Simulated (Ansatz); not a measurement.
```xyz
11

N     0.429    1.952    0.197
Si   -0.251    0.451    0.661
C    -0.837   -0.669   -0.738
Si    0.725   -1.462    0.012
H     1.311    2.249    0.580
H    -0.153    2.737   -0.048
H    -1.170    0.452    1.830
H    -0.723   -0.287   -1.752
H    -1.779   -1.198   -0.613
H     0.530   -2.742    0.736
H     1.920   -1.483   -0.866
```

Charge 0, multiplicity 1.

List the B3LYP/def2-TZVPP orbital energies in eV (Ansatz 0.2.0). (An estimate is asked.)

Ansatz gave: Occupied: -1798.89, -1798.58, -389.15, -276.13, -143.39, -143.15, -98.72, -98.70, -98.70, -98.46, -98.45, -98.45, -23.26, -18.94, -14.32, -13.61, -13.37, -11.64, -10.91, -10.13, -9.34, -7.89, -6.97, -6.27. Lowest empty: -0.14, -0.01, 0.53, 0.99, 1.24, 1.92, 2.31, 2.54.

B3LYP here is the variant with VWN-RPA as its local correlation; programs differ in this.
